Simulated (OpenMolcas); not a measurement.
Au2+ among 4 point charges of -2.5 e arranged as a tetrahedron (Td), 2.29 Å from the ion.

```yaml
Program: OpenMolcas 26.06
Method: CASSCF
Basis: ANO-RCC-VDZP [7s6p4d2f]
Scalar_Hamiltonian: DKH2, point nucleus
Active_space: 9 electrons in 5 orbitals (5d)
State_averaging: 2S+1 = 2 even, 5 roots
Spin-orbit_coupling: state interaction with AMFI integrals over the reference wave functions
```

Task: What is the spin-free ground state (labels of Td)?

Result: 2T2, 3-fold in its orbital part, 100 % from free-ion D terms; it has the highest spin that d9 allows.

Task: Where is the first state of the same spin?

Result: 2E at 2300 cm-1 above the ground state.

Task: What are the lowest two levels with spin-orbit coupling?

Result: A 2-fold level Γ7 with g = 1.98, 1.98, 1.98, then a 4-fold level Γ8 1242 cm-1 above it. Their leading multiplicities are 2 (100 %) and 2 (100 %).

Task: What is χT at 300 K, and how does it compare with the textbook value?

Result: The lowest level has 2S+1 = 2, for which the spin-only value is χT = S(S+1) / 2 = 0.375 cm3 K/mol (g = 2). The computed 0.776 at 300 K differs by +0.401, through orbital momentum, spin-orbit coupling and any other state in reach. With a threefold ground state the orbital momentum is unquenched, so the spin-only value is not expected to hold.

Task: Which ligand-field parameters describe the states?

Result: The gap between the two states is 10Dq = -2299 cm-1 (negative for this site). 

An orbital triplet at a regular site is open to Jahn-Teller coupling, which can distort the site and quench the lowest spin-orbit gaps and is left out. The ground term spreads over less than 5000 cm-1, several times less than with real ligands, so orbital moments are less quenched and χT lies further from the spin-only value than at real sites. This is an electrostatic model: the charges have no orbitals. No measured value stands beside these numbers.
